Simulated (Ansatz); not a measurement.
C2H7GaGe (`[GeH3][CH]1[CH2][GaH]1`). Total charge 0; spin multiplicity 1. All single points use the PBE0-D4/def2-TZVP geometry.

```xyz
11

Ge   -0.658   -0.904   -0.898
C    -0.307   -0.108    0.822
C    -0.180    1.248    0.878
Ga    1.847    0.740   -0.300
H    -0.492   -2.423   -0.948
H    -2.013   -0.468   -1.485
H     0.422   -0.154   -1.788
H    -0.036   -0.722    1.672
H     0.109    1.760    1.792
H    -0.577    1.889    0.096
H     1.886   -0.858    0.158
```

Task: What is the dipole moment at PBE/def2-TZVPP? (Estimate.)

Result: Ansatz gave: 1.15 D, with components (-0.97, 0.12, 0.60) D in this frame, pointing from negative to positive charge.

Task: And with r2SCAN, B3LYP, ωB97M-V? (An estimate is asked.)

Result: The calculation gave: r2SCAN 1.36 D, B3LYP 1.34 D, ωB97M-V 1.59 D.

Task: Give the Mulliken charges with PBE, ωB97M-V, r2SCAN in def2-TZVPP. (An estimate is asked.)

Result: Ansatz gave: 
```tsv
atom	PBE	ωB97M-V	r2SCAN
Ge1	0.10	0.07	0.15
C2	-0.16	-0.22	-0.15
C3	-0.30	-0.34	-0.26
Ga4	0.06	0.07	0.09
H5	0.01	0.04	0.01
H6	-0.01	0.02	-0.01
H7	-0.02	0.00	-0.04
H8	0.13	0.16	0.11
H9	0.13	0.15	0.11
H10	0.14	0.16	0.12
H11	-0.09	-0.10	-0.13
```

B3LYP here is the variant with VWN-RPA as its local correlation; programs differ in this.
